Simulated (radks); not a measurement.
Species: F+. Configuration: [He] 2s2 2p4 (the NIST ground configuration).

Calculated with a radial shooting solver on a logarithmic mesh with Libxc functionals: Dirac Kohn-Sham, exchange-only PBE, spin-unpolarised, spherical densities, finite nucleus; open shells fill j = l - 1/2 first; Fermi nuclear charge, rms radius 2.8976 fm.

Energy parts (hartree):
total: -98.77602
kinetic: 98.96844
electron-nucleus: -232.10316
Hartree: 43.79792
exchange: -9.43921

Orbitals (lengths in bohr, moments of r in powers of bohr; r(90%) holds 90 % of the orbital's charge):
1s1/2: occ. 2; eigenvalue (hartree) -25.11884; <1/r> 8.632; r(90%) 0.316; small-component weight 9.89e-04
2s1/2: occ. 2; eigenvalue (hartree) -1.69808; <1/r> 1.516; r(90%) 1.54; small-component weight 1.20e-04
2p1/2: occ. 2; eigenvalue (hartree) -1.00356; <1/r> 1.375; r(90%) 1.70; small-component weight 1.03e-04
2p3/2: occ. 2; eigenvalue (hartree) -1.00081; <1/r> 1.372; r(90%) 1.70; small-component weight 1.03e-04

The highest occupied level is 2p3/2 at -27.234 eV. The electron density at the nucleus is 467.7 e/bohr^3. The density falls to 0.001 e/bohr^3 at r = 2.77 bohr. For comparison, the ionisation energy in NIST's Atomic Spectra Database is 34.971 eV (measured). In exact Kohn-Sham theory the highest level is minus the ionisation energy, but local and semilocal functionals leave it too shallow, through self-interaction and a potential that decays too fast; potentials with the right tail come closer. Summed over all electrons, <r^2> = 7.378 bohr^2, which gives a Langevin (diamagnetic) susceptibility term of -5.84 x 10^-6 cm^3/mol.

Beside tabulated values, note that spin-unpolarised runs miss the spin-polarisation part of the exchange energy of open shells.
